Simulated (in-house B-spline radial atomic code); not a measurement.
## LC-wPBE excitations of the oxygen ion O⁴⁺

Method: LC-wPBE. Computed with a B-spline radial code for spherical atoms: linear response of the closed shell [He] 2s2 with the functional's adiabatic kernel; non-relativistic, point nucleus, no spin-orbit coupling, no double excitations, S, P, D and F terms only.

Command:
```bash
python run_td.py task.json out
```
Settings (radii: box in bohr, nucleus in fm):
```
Z                        8
electrons                4
configuration            [He] 2s2
hamiltonian              nr
method                   lc_wpbe
box_radius               19.1
intervals                48
```

Cost of the run: 0.2 s on 1 thread of Arm Neoverse N1 (shared host).

The lowest states, in the order of their Tamm-Dancoff energies; the method's threshold (minus the highest occupied level) is 108.18 eV. Labels give the largest channel, * marks a mixed state, and oscillator strengths are full-response dipole values. Semilocal kernels can invert the small singlet-triplet splittings of Rydberg terms. Energies in eV:

```csv
state,full response,Tamm-Dancoff,oscillator strength
2s → 2p 3P,7.783,8.995,-
2s → 2p 1P,18.368,19.328,0.498
2s → 3s 3S,65.20,65.21,-
2s → 3s 1S,?,?,-
2s → 3p 3P,68.79,68.81,-
2s → 3p 1P,?,?,?
2s → 3d 3D,71.13,71.17,-
2s → 3d 1D,72.42,72.43,-
2s → 4s 3S,84.62,84.62,-
2s → 4s 1S,85.21,85.22,-
```

**Question.** Where does 2s → 3s 1S lie?

**Answer.** At 67.00 eV in full response, 67.03 eV in Tamm-Dancoff.

**Question.** Where does 2s → 3p 1P lie?

**Answer.** At 69.35 eV in full response, 69.36 eV in Tamm-Dancoff, oscillator strength 0.375.

**Question.** How large is the singlet-triplet splitting of 2s → 2p (P terms) in Tamm-Dancoff?

**Answer.** 10.3 eV, from the unrounded values.

**Question.** What polarisabilities and dispersion coefficient does the method give?

**Answer.** Dipole 1.197 bohr³, quadrupole 0.5109 bohr⁵, C6 0.821 hartree·bohr⁶ for two such species.
